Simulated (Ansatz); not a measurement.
Ansatz (a first-principles code) input for Cl4Te, SMILES Cl[Te-](Cl)(Cl)Cl, charge -1, multiplicity 2, CAM-B3LYP/def2-TZVPD. Geometry: r2SCAN-D4/def2-SVPD. The def2 effective core potentials stand for the cores of Te; spin–orbit coupling is left out.

Ansatz 0.2 input:
```yaml
crystal:
  periodic: [false, false, false]
  atoms:
    - {symbol: Te, position_ang: [-0.40788792, 0.25536942, 0.00000000]}
    - {symbol: Cl, position_ang: [-0.53202025, 0.37712924, 2.54610866]}
    - {symbol: Cl, position_ang: [-0.53202025, 0.37712925, -2.54610866]}
    - {symbol: Cl, position_ang: [0.39920416, -2.41613725, -0.00000001]}
    - {symbol: Cl, position_ang: [1.91249350, 0.88074878, 0.00000000]}
basis:
  gaussian:
    orbitals: def2-TZVPD
hamiltonian:
  xc: {name: CAM-B3LYP}
total_charge: -1
magnetization: {spin_polarized: true, initial_magnetization: 1}
```

Log of the run:

```
WARN ansatz: RAYON_NUM_THREADS=2 ignored (pool sized by the plan → 2); use --threads N
Functional definition: CAM-B3LYP
integrals: 0.37 GiB planned
1661 factors; their error is unknown
integrals: 0.40 GiB planned
395 factors; integrals over basis functions are off by at most 3.5e-5 eV
mean field: 4.08 GiB planned
mean field evaluation 1: about -57387.3535 eV, gradient 2.5e1 eV
mean field evaluation 2: about -57383.7270 eV, gradient 3.9e1 eV
mean field evaluation 4: about -57391.1582 eV, gradient 1.5e0 eV
mean field evaluation 8: about -57391.1708 eV, gradient 1.6e-1 eV
mean field evaluation 16: about -57391.3645 eV, gradient 1.7e-3 eV
mean field -57391.36452453 eV, -2109.0937450125 hartree, gradient 3.5e-5 eV, S^2 0.758236; 2 other end points of the search recorded, 0 dependent functions left out
reference -57391.36466670 eV, -2109.0937502370 hartree; 47, 46 occupied and 196, 197 virtual orbitals, 1661 factors
Total energy: -57391.36466670 eV, -2109.0937502370 hartree
```

Self-consistency was reached.

Cost: roughly 30 core-seconds.
